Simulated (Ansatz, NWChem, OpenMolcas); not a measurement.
**How methods differ on C2H5Br (bromoethane)**

C2H5Br has 8 atoms, charge 0, and is taken as a singlet. SMILES: `CCBr`. Geometry: relaxed at PBE0-D4/def2-TZVP.

Each level gives the atomisation enthalpy at 298 K (kJ/mol). The values are calculated. The thermal term (zero-point and 298 K enthalpy, harmonic and unscaled) is that of PBE0-D4/def2-TZVP; the spin-orbit lowering of the free atoms at 298 K, 14.7 kJ/mol by their spectra, is taken off.

```json
{"level": "HF/6-31G* (spherical functions)", "kind": "Hartree–Fock", "program": "NWChem", "value (kJ/mol)": "1986", "CPU time (all runs)": "13 s"}
{"level": "BLYP/6-31G* (spherical functions)", "kind": "GGA", "program": "OpenMolcas", "value (kJ/mol)": "2666", "CPU time (all runs)": "31 s"}
{"level": "PBE0/6-31G* (spherical functions)", "kind": "global hybrid", "program": "OpenMolcas", "value (kJ/mol)": "?", "CPU time (all runs)": "31 s"}
{"level": "r2SCAN0/6-31G* (spherical functions)", "kind": "hybrid meta-GGA", "program": "Ansatz", "value (kJ/mol)": "?", "CPU time (all runs)": "11 s"}
{"level": "B3LYP/6-31G* (Cartesian functions)", "kind": "global hybrid", "program": "OpenMolcas", "value (kJ/mol)": "2680", "CPU time (all runs)": "34 s"}
{"level": "CAM-B3LYP/6-31G* (spherical functions)", "kind": "range-separated hybrid", "program": "Ansatz", "value (kJ/mol)": "2703", "CPU time (all runs)": "6.6 s"}
{"level": "HSE06/6-31G* (spherical functions)", "kind": "range-separated hybrid", "program": "Ansatz", "value (kJ/mol)": "2713", "CPU time (all runs)": "7.1 s"}
{"level": "CCSD(T)/6-31G* (spherical functions)", "kind": "coupled cluster or CI", "program": "NWChem", "value (kJ/mol)": "2450", "CPU time (all runs)": "48 s"}
```

Question: Estimate the missing values from the other rows.

Answer: As computed at these levels: PBE0/6-31G* (spherical functions): 2711 kJ/mol; r2SCAN0/6-31G* (spherical functions): 2674 kJ/mol. Measured: 2699 kJ/mol (Active Thermochemical Tables). Nearest: CAM-B3LYP/6-31G* (spherical functions) (+4 kJ/mol); farthest: HF/6-31G* (spherical functions) (-713 kJ/mol). Computed less measured by kind, in kJ/mol (6-31G* rows): Hartree–Fock -713; GGA -33; global hybrid -25 to +12; range-separated hybrid +4 to +14; coupled cluster or CI -249. Wave-function methods converge slowly with the basis and bind too weakly in sets of this size; that is part of their error here. All-electron rows without a relativistic Hamiltonian named are non-relativistic. In the correlated wave-function rows the outer d shell of Br is correlated, in sets not made for it. CPU times are rough (shared hosts, several kinds of processor): they show what a rung costs within a factor of a few.
